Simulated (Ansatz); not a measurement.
Program: Ansatz. Geometries: PBE0-D4/def2-TZVP. ΔE: electronic, gas phase. CBS: MP2 limit from def2 TZ/QZ plus the TZ coupled-cluster correction, frozen cores. This one scheme is used for every species. DFT in def2-TZVPP. def2 core potentials past Kr. For Sn outer-core shells are correlated without core-valence functions, which leaves a few kJ/mol of doubt a bond. One conformer a species, not always the lowest.

`[CH3][SnH]([NH2])[F]` + H₂O → `[CH3][SnH]([NH2])[OH]` + H–F  (formal hydrolysis of the Sn–F bond)

```
             level  ΔE (kcal/mol)
           PBE0-D4            9.9
           ωB97M-V           10.4
CCSD(T)/def2-TZVPP            8.4
     HF/def2-QZVPP           12.4
```

**Question.** What does CCSD(T)/CBS give? (Estimate.)

**Answer.** Computed: +9.2 kcal/mol. The listed levels differ from it by 0.7, 1.2, -0.8, 3.2 kcal/mol.

Largest T1 diagnostic among the species: 0.013.

The D4 term adds −0.7 kcal/mol with B3LYP and −0.4 kcal/mol with PBE0; it sums over pairs of atoms, weighted by their polarisabilities, and B3LYP, whose exchange is more repulsive, gets the larger term. In def2-TZVPP, CCSD(T) changes the Hartree–Fock value by −3.5 kcal/mol (the triples alone add −0.5 kcal/mol) and MP2 by −4.2 kcal/mol.

B3LYP here is the variant with VWN-RPA as its local correlation; programs differ in this.
